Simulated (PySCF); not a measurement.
# Building multiplets from coupling constants

Geometry:
| atom | x (Å) | y (Å) | z (Å) |
| --- | --- | --- | --- |
| C1 | 2.336 | 0.862 | 0.648 |
| O2 | 1.057 | 0.381 | 0.327 |
| B3 | 0.861 | -0.755 | -0.394 |
| O4 | 1.925 | -1.475 | -0.854 |
| O5 | -0.394 | -1.209 | -0.673 |
| C6 | -1.617 | -0.661 | -0.307 |
| C7 | -1.865 | 0.002 | 1.010 |
| C8 | -1.883 | 0.809 | -0.267 |
| H9 | 2.395 | 1.040 | 1.733 |
| H10 | 2.514 | 1.821 | 0.136 |
| H11 | 3.126 | 0.153 | 0.358 |
| H12 | 1.626 | -2.254 | -1.331 |
| H13 | -2.422 | -1.292 | -0.692 |
| H14 | -1.005 | 0.160 | 1.663 |
| H15 | -2.807 | -0.213 | 1.522 |
| H16 | -1.031 | 1.473 | -0.422 |
| H17 | -2.835 | 1.173 | -0.663 |

All values are calculated (PySCF 2.14): geometry from PBE0-D3(BJ)/def2-SVP, σ from GIAO-KT3/pcSseg-1, B3LYP/pcJ-1 coupling constants (spin–dipole term only in couplings to heteroatoms). Non-relativistic Hamiltonian, a single conformation, no solvent model, rapidly exchanging positions averaged.

Chemical shifts δ = σref − σ; 13C (σ = 182.31 ppm) and 1H (σ = 31.32 ppm) vs TMS, all at this level.

Spectrometer: 600 MHz for 1H. First-order analysis; couplings under 1 Hz (under 4 Hz in carbon signals) are ignored, and nearly equal couplings are merged; the smaller ones broaden or split the lines further.

Q: What pattern does C6 show in the proton-coupled 13C spectrum?

A: A doublet of triplets at δ 51.5: 191.5 Hz to H13 (1 × 1H, 1 bond away), 4.2 Hz to H14/H16 (2 × 1H, 2 bonds away). Lines in Hz from the centre (relative intensity): +100.0 (1), +95.8 (2), +91.5 (1), -91.5 (1), -95.8 (2), -100.0 (1). The outer lines are 199.9 Hz apart, the sum of the couplings kept, or 1.325 ppm at this field.

Q: What pattern does H13 show (1H)?

A: A triplet of triplets at δ 3.22: 8.3 Hz to H15/H17 (2 × 1H, 3 bonds away), 4.5 Hz to H14/H16 (2 × 1H, 3 bonds away). Lines in Hz from the centre (relative intensity): +12.8 (1), +8.3 (2), +4.5 (2), +3.8 (1), +0.0 (4), -3.8 (1), -4.5 (2), -8.3 (2), -12.8 (1). The outer lines are 25.6 Hz apart, the sum of the couplings kept, or 0.043 ppm at this field.

The OH or NH signal is concentration- and solvent-dependent in practice; the value given is the gas-phase one. Unscaled 3J(H,H) at this level run about 10 % above measured values.
